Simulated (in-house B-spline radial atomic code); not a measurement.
Radial electron density of the zinc ion Zn⁵⁺, [Ne] 3s2 3p5 3d7 4p1. Method: scalar-relativistic (X2C) wB97X, spin-polarised, spherical fractional occupations, exact exchange averaged over the configuration, Fermi nucleus of rms radius 3.9283 fm. Calculated with a B-spline radial code for spherical atoms.

One-electron X2C: radii and densities carry no picture-change correction, so inner-shell <1/r> comes out high (for 1s by about 2 % at Z = 33, 5 % at 54, 10 % at 75, 30 % at 118) and <r> low.

Columns: r (bohr), 4πr²n(r) (electrons per bohr), bar.

```
 0.00177   0.9223 #
 0.00215    1.294 #
 0.00262    1.816 ##
 0.00318     2.52 ###
 0.00386    3.473 ####
  0.0047    4.773 #####
 0.00571    6.471 #######
 0.00694    8.674 #########
 0.00844    11.47 ############
  0.0103    14.95 ################
  0.0125    18.92 ####################
  0.0152    23.37 ########################
  0.0184    27.84 #############################
  0.0224    32.05 ##################################
  0.0272    35.18 #####################################
  0.0331    36.66 ######################################
  0.0402     36.1 ######################################
  0.0489    33.79 ###################################
  0.0595    30.84 ################################
  0.0723    29.07 ##############################
  0.0879     30.1 ################################
   0.107     34.2 ####################################
    0.13    39.34 #########################################
   0.158       42 ############################################
   0.192    39.31 #########################################
   0.233    31.78 #################################
   0.284    23.33 ########################
   0.345    19.12 ####################
   0.419    20.08 #####################
    0.51     22.6 ########################
   0.619    22.07 #######################
   0.753    17.21 ##################
   0.915    10.63 ###########
    1.11    5.391 ######
    1.35     2.46 ###
    1.64    1.263 #
       2   0.7285 #
    2.43   0.3626 
    2.95   0.1242 
    3.59  0.02657 
    4.36 0.003255 
    5.31 0.000181 
    6.45 4.875e-06
```

On this grid the curve has 3 maxima, near 0.0331, 0.158, 0.51 bohr.

The 3p down radial function P(r) = rR(r), positive near the nucleus:

```json
{"r (bohr)": "0.00215", "P": "0.001807"}
{"r (bohr)": "0.00318", "P": "0.003688"}
{"r (bohr)": "0.0047", "P": "0.007537"}
{"r (bohr)": "0.00694", "P": "0.01533"}
{"r (bohr)": "0.0103", "P": "0.03114"}
{"r (bohr)": "0.0152", "P": "0.06149"}
{"r (bohr)": "0.0224", "P": "0.1175"}
{"r (bohr)": "0.0331", "P": "0.215"}
{"r (bohr)": "0.0489", "P": "0.3653"}
{"r (bohr)": "0.0723", "P": "0.5534"}
{"r (bohr)": "0.107", "P": "0.6949"}
{"r (bohr)": "0.158", "P": "0.6097"}
{"r (bohr)": "0.233", "P": "0.122"}
{"r (bohr)": "0.345", "P": "-0.6834"}
{"r (bohr)": "0.51", "P": "-1.271"}
{"r (bohr)": "0.753", "P": "-1.161"}
{"r (bohr)": "1.11", "P": "-0.591"}
{"r (bohr)": "1.64", "P": "-0.1472"}
{"r (bohr)": "2.43", "P": "-0.0132"}
```
